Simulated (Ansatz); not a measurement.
Total energies of Li14 from Ansatz at PBE0/def2-TZVP, gas phase (1 Eh = 27.2114 eV = 2625.5 kJ/mol). The reference geometry is relaxed at B3LYP/def2-SVP.

```xyz
14

Li   -2.202    0.824    2.415
Li    0.160    1.537    0.632
Li   -0.498    1.669   -1.981
Li    3.644   -1.409   -1.746
Li   -2.129   -0.189   -0.237
Li    0.622    4.173   -0.669
Li   -2.298    2.972    0.032
Li    2.464   -0.392    0.869
Li   -0.302   -1.382    1.610
Li   -3.260   -2.119    1.849
Li    1.860   -3.253    0.220
Li   -1.278   -3.079   -0.450
Li    0.763   -0.938   -1.155
Li    2.454    1.587   -1.390
```

```csv
state,geometry,energy (Eh)
charge 0 singlet,reference,-105.05691
charge 1 doublet,reference,-104.90103
free Li atom (doublet),–,-7.46705
```

(1) Work out the vertical ionisation energy to the doublet.

(2) What is the binding energy per atom against free atoms?

(1) E(charge 1 doublet) − E(charge 0 singlet) = -104.90103 − (-105.05691) = 0.15588 Eh = 4.24 eV. For comparison, −ε of the highest occupied level is 3.41 eV at this level, 0.83 eV less.

(2) Atoms: 14 × (-7.46705) = -104.53870 Eh. Binding: -104.53870 − (-105.05691) = 0.51821 Eh = 14.10 eV, or 1.01 eV for each of 14 atoms (no zero-point energy, no counterpoise term).

The restricted singlet is unstable towards broken spin symmetry in Hartree–Fock (as tested in another run); at PBE0/def2-TZVP this wasn't settled. At PBE0/def2-TZVP the charge 1 doublet is spin-contaminated (final ⟨S²⟩ up to 0.87, 0.75 for a pure state). 

The structure comes from a short search, and lower isomers may exist.
